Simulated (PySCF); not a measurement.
C6H4FN3.
Geometry (GFN2-xTB, Å), atoms numbered from 1 in this order:
```xyz
14
C6H4FN3 angstrom
F      3.1054   -0.6269   -0.1463
C      1.8023   -0.3087   -0.0834
C      1.4464    1.0571   -0.0091
C      0.1266    1.3944    0.0559
C     -0.8396    0.3763    0.0472
C     -2.2295    0.2602    0.0943
N     -2.5443   -1.0320    0.0480
N     -1.4794   -1.7542   -0.0247
N     -0.4287   -0.9481   -0.0281
C      0.8756   -1.3052   -0.0930
H      2.2286    1.7981   -0.0056
H     -0.1960    2.4210    0.1141
H     -2.9764    1.0229    0.1573
H      1.1083   -2.3554   -0.1488
```

Theory: PySCF, TDDFT wB97X-D/def2-SVPD, vertical, gas phase, core orbitals frozen in the response.

Frontier orbitals with the atoms that hold most of them (Löwdin shares over 4%, at most four atoms; ? is withheld):

| orbital | ε (eV) | atoms |
| --- | --- | --- |
| HOMO-3 | -11.74 | N8 47%, N7 28%, C6 6%, C5 6% |
| HOMO-2 | -10.01 | C5 17%, C2 16%, N7 13%, N9 11% |
| HOMO-1 | -9.80 | ? |
| HOMO | -8.53 | ? |
| LUMO | -0.08 | C4 23%, C3 18%, C10 17%, C2 10% |
| LUMO+1 | 0.98 | N8 17%, C2 16%, C5 13%, N9 12% |
| LUMO+2 | 2.17 | C4 21%, C3 17%, H12 12%, C6 9% |

Which atoms hold the HOMO, and with what shares?

C6 (bonded to C, N and H) 20%; N8 (bonded to 2 N) 18%; C10 (bonded to C, N and H) 13%; C4 (bonded to 2 C and H) 10%. By element: carbon 43% or more, nitrogen 18% or more.

Which atoms hold the HOMO-1, and with what shares?

N7 (bonded to C and N) 48%; N8 (bonded to 2 N) 28%; C6 (bonded to C, N and H) 10%; N9 (bonded to 2 C and N) 8%. By element: nitrogen 84%, carbon 10% or more.

How does S1 compare with the orbital gap of 8.45 eV?

S1 is at 4.42 eV (f = 0.071), 4.04 eV below the gap, made of HOMO→LUMO (96%). Without the coupling terms of the response equations the lowest excitation would equal the gap.

One configuration dominates each of S1, S3, S4 and S7. Which, and how do the shares of the two leading atoms of either orbital change from the occupied to the empty one?

- S1 (4.42 eV, f 0.071), HOMO→LUMO (96%): C6 20% → at most 10%, N8 18% → at most 10%, C4 10% → 23%, C3 at most 11% → 18%
- S3 (5.55 eV, f 0.0001), HOMO-1→LUMO (96%): N7 48% → at most 10%, N8 28% → at most 10%, C4 at most 7% → 23%, C3 at most 7% → 18%
- S4 (5.85 eV, f 0.0065), HOMO-1→LUMO+1 (88%): N7 48% → at most 13%, N8 28% → 17%, C2 at most 7% → 16%
- S7 (6.86 eV, f 0.036), HOMO-2→LUMO+1 (70%): C5 17% → 13%, C2 16% → 16%, N8 at most 11% → 17%
